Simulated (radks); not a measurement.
Neutral scandium inside a hard spherical wall (all orbitals vanish at R), configuration held at [Ar] 3d1 4s2 and not refilled when levels cross. All-electron calculation, non-relativistic Kohn-Sham, PBEsol, spin-polarised, spherical densities, point nucleus; open shells are filled with parallel spins first. Program: a radial shooting solver on a logarithmic mesh with Libxc functionals. Eigenvalues in eV for spin up, with the zero of energy where the potential of the charges vanishes at infinity; a dash marks a level that is unbound or too diffuse for the functional's potential to be trusted. A positive occupied level is held by the wall or, in an anion where self-interaction has pushed it up, behind a barrier. The pressure on the wall is -dE/dV.

[
 {"R (bohr)": "free", "E (hartree)": "-759.49067", "kinetic (hartree)": "758.671", "e(3s)": "-54.576", "e(3p)": "-33.848", "e(4s)": "-4.280", "e(3d)": "-3.676", "e(4p, empty)": "-1.523", "e(5s, empty)": "-", "pressure (GPa)": "0"},
 {"R (bohr)": "20", "E (hartree)": "-759.49067", "kinetic (hartree)": "758.671", "e(3s)": "-54.576", "e(3p)": "-33.848", "e(4s)": "-4.280", "e(3d)": "-3.676", "e(4p, empty)": "-1.523", "e(5s, empty)": "-", "pressure (GPa)": "< 0.0001"},
 {"R (bohr)": "12", "E (hartree)": "-759.49050", "kinetic (hartree)": "758.673", "e(3s)": "-54.557", "e(3p)": "-33.830", "e(4s)": "-4.266", "e(3d)": "-3.659", "e(4p, empty)": "-1.477", "e(5s, empty)": "1.012", "pressure (GPa)": "0.00302"},
 {"R (bohr)": "10", "E (hartree)": "-759.48926", "kinetic (hartree)": "758.683", "e(3s)": "-54.469", "e(3p)": "-33.742", "e(4s)": "-4.200", "e(3d)": "-3.578", "e(4p, empty)": "-1.333", "e(5s, empty)": "2.208", "pressure (GPa)": "0.0341"},
 {"R (bohr)": "5", "E (hartree)": "-759.27384", "kinetic (hartree)": "759.562", "e(3s)": "-50.538", "e(3p)": "-29.888", "e(4s)": "0.360", "e(3d)": "0.033", "e(4p, empty)": "5.232", "e(5s, empty)": "26.288", "pressure (GPa)": "21.0"},
 {"R (bohr)": "3.5", "E (hartree)": "-758.33128", "kinetic (hartree)": "762.552", "e(3s)": "-43.908", "e(3p)": "-23.440", "e(4s)": "14.906", "e(3d)": "7.127", "e(4p, empty)": "23.190", "e(5s, empty)": "77.015", "pressure (GPa)": "277"},
 {"R (bohr)": "2", "E (hartree)": "-747.43117", "kinetic (hartree)": "794.447", "e(3s)": "-9.055", "e(3p)": "13.472", "e(4s)": "134.94", "e(3d)": "49.751", "e(4p, empty)": "148.90", "e(5s, empty)": "366.47", "pressure (GPa)": "14000"},
 {"R (bohr)": "1.5", "E (hartree)": "-723.32773", "kinetic (hartree)": "854.421", "e(3s)": "50.832", "e(3p)": "76.456", "e(4s)": "337.55", "e(3d)": "112.18", "e(4p, empty)": "344.50", "e(5s, empty)": "779.59", "pressure (GPa)": "91600"}
]
